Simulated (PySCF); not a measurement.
Gas-phase equilibrium of 1 mol N₂O, 0.48 mol N₂ at 2500 K and 1.00 bar, among 8 species (O₂, N₂, O, NO, O₃, N, N₂O, NO₂). Only gases are allowed; each row takes one source of thermochemistry for all species, and Cantera finds the minimum.

Method: PySCF energies (xtb for GFN2) plus ideal-gas RRHO corrections (1 bar). Table values come from the NASA 1993 polynomials. † marks an energy on the PBE0/def2-TZVP geometry and frequencies; other levels use their own. MP2 freezes the core. Open shells (unrestricted) among the columns below: O₂ (multiplicity 3), O (multiplicity 3, electronic degeneracy 9), NO (multiplicity 2, electronic degeneracy 4), NO₂ (multiplicity 2); the rest are closed-shell singlets. GFN2 has no spin-polarisation term. Spin-orbit splitting is ignored; it lowers the true energy and changes the entropy of O, NO. MP2 isn't extrapolated to the basis-set limit. The harmonic model lacks anharmonicity and excited electronic states, which grow with temperature; levels with a mode under 35 cm⁻¹ are left out.

Molecules larger than those listed are left out. Table species left out: NO3.

Mole fractions:

```
thermochemistry    x N₂   x N₂O    x O₂    x NO      x O   x NO₂
-----------------  ----  ------  ------  ------  -------  ------
table              0.73  1.3e-6    0.24   0.024   0.0070  2.2e-5
BLYP/def2-TZVP†    0.73  4.2e-6    0.24   0.027   0.0018  6.8e-5
GFN2-xTB           0.33    0.67  2.4e-6  0.0021  3.3e-10  0.0021
M06-2X/def2-TZVP†  0.73  8.3e-7    0.24   0.020   0.0065  9.6e-6
MP2/def2-TZVPP†    0.74  3.2e-6    0.24   0.014   0.0049  3.3e-5
PBE0/def2-SVP†     0.73  6.0e-6    0.23   0.031   0.0040  7.2e-5
PBE0/def2-TZVP     0.73  3.7e-6    0.24   0.026   0.0052  4.6e-5
```
The most sensitive of these is O: it spans a factor of 10^7.3 over these rows; at this temperature one factor of ten is RT ln 10 = 48 kJ/mol.
